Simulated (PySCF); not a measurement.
Members of the series SiXY, Y = silyl; each row names its spin state. Gas-phase values, no solvent. One relaxed conformer stands for each flexible species; it need not be the lowest. Strings in code marks are SMILES.

Level of theory: PBE0-D3(BJ)/def2-TZVP (PySCF). 

| species | dipole moment (D) |
|---|---|
| X = silyl, multiplicity 1 (`[SiH3][Si][SiH3]` (lower singlet)) | 0.10 |
| X = silyl, multiplicity 3 (`[Si]([SiH3])[SiH3]` (excited triplet)) | 0.09 |
| X = cyano, multiplicity 1 (`C([Si][SiH3])#N` (lower singlet)) | … |
| X = cyano, multiplicity 3 (`N#C[Si][SiH3]` (excited triplet)) | 4.04 |
| X = ethynyl, multiplicity 1 (`C#C[Si][SiH3]` (lower singlet)) | 1.05 |
| X = ethynyl, multiplicity 3 (`C#C[Si][SiH3]` (excited triplet)) | 0.41 |
| X = mercapto, multiplicity 3 (`[SiH3][Si]S` (excited triplet; Si–Si–S–H torsion 94°)) | – |
| X = vinyl, multiplicity 1 (`[Si](C=C)[SiH3]` (lower singlet; C–C–Si–Si torsion 151°)) | – |
| X = vinyl, multiplicity 3 (`C([Si][SiH3])=C` (excited triplet; C–C–Si–Si torsion 0°)) | – |
| X = isocyano, multiplicity 1 (`[C-]#[N+][Si][SiH3]` (lower singlet)) | 2.68 |
| X = isocyano, multiplicity 3 (`[C-]#[N+][Si][SiH3]` (excited triplet)) | … |
| X = H, multiplicity 3 (`[SiH][SiH3]` (excited triplet)) | 0.16 |

### Question
Fill in the missing entries.

### Answer

- X = cyano, multiplicity 1 (`C([Si][SiH3])#N` (lower singlet)), dipole moment (D): 3.16
- X = isocyano, multiplicity 3 (`[C-]#[N+][Si][SiH3]` (excited triplet)), dipole moment (D): 3.49
